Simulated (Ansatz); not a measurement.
Basis-set extrapolation for `[SiH3]C[O][AlH][SiH3]` (PBE0-D4/def2-TZVP geometry, frozen core, Ansatz). Multiplicity 1, RHF reference.

```json
{"": "HF", "def2-TZVPP": "-937.852592", "def2-QZVPP": "-937.883502"}
{"": "MP2 correlation", "def2-TZVPP": "-0.743969", "def2-QZVPP": "-0.798390"}
{"": "CCSD(T) correlation", "def2-TZVPP": "-0.842734", "def2-QZVPP": "not run"}
```

Energies in hartree. Use E(X) = E(∞) + A·exp(−7.88·√X) for Hartree–Fock and E(X) = E(∞) + B·X^(−2.97) for correlation, with X = 3 and 4, and add CCSD(T) minus MP2 of the smaller set to the MP2 limit.

Q: What is the CCSD(T) energy at the basis-set limit?

A: HF limit: -937.883502 + (-0.030910) × 0.13774 = -937.88776. MP2 limit: -0.798390 + (-0.054421) × 0.74074 = -0.83870. Higher-order term: -0.842734 − (-0.743969) = -0.09876. Total: -938.82522 hartree, 341.0 kJ/mol below CCSD(T)/def2-TZVPP.
